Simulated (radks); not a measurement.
Results of a calculation; reference values are marked as such.
Sb16+, configuration [Ar] 3d10 4s2 4p5. Level of theory: Dirac Kohn-Sham, exchange-only PBE, spin-unpolarised, spherical densities, finite nucleus; open shells fill j = l - 1/2 first; Fermi nuclear charge, rms radius 4.6802 fm (a radial shooting solver on a logarithmic mesh with Libxc functionals).

Spin-orbit splittings of the eigenvalues, e(l+1/2) - e(l-1/2), with zeta = 2 splitting/(2l+1) and mean radii in bohr:

shell  occ.  splitting (eV)  zeta (eV)  <r> j=l-1/2  <r> j=l+1/2
2p        6           252.1      168.0       0.1032       0.1087
3p        6           47.31      31.54       0.3183       0.3293
3d       10           9.943      3.977       0.2992       0.3027
4p        5           11.50      7.664       0.7409       0.7595
